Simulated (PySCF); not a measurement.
Relaxation of singlet AsO2F

All numbers come from PBE0/[As def2-TZVP, O def2-TZVP, F def2-TZVP], no relativity, density fitting, PySCF. A (50,194) grid was used.

A hand-made T-shaped (ligand arrangement 1) start, of C2v symmetry, held to at least that symmetry:

Coordinates in bohr (charge 0 multiplicity 1):
```
As    0.0000    0.0000   -0.5562
O     3.2295    0.0000   -0.4434
O    -3.2295    0.0000   -0.4434
F     0.0000    0.0000    2.9398
```

Optimiser trace:
```
step  E − E(last) (kJ/mol)  largest gradient (Eh/bohr)
   0                209.42                     0.12678
   1                 57.08                     0.04311
   2                  7.66                     0.02032
   3                  2.54                     0.02210
   4                  1.17                     0.01052
   5                  0.01                     0.00119
   6                  0.00                     0.00057
   7                  0.00                     0.00001
```

It ends at C2v with As–F 1.699 Å, As–O 1.594 Å (×2); F–As–O 110.7° (×2), O–As–O 138.6°. A frequency run shows a minimum. Other isomers or separated fragments may lie lower.

Final geometry:
Coordinates in bohr (charge 0 multiplicity 1):
```
As    0.0000    0.0000   -0.2140
O     2.8172    0.0000   -1.2798
O    -2.8172    0.0000   -1.2798
F     0.0000    0.0000    2.9976
```

The relaxation took 22 s on 2 threads of a shared Arm Neoverse V2 host, with 141 basis functions and 8 gradients; the process peaked at 0.78 GiB.
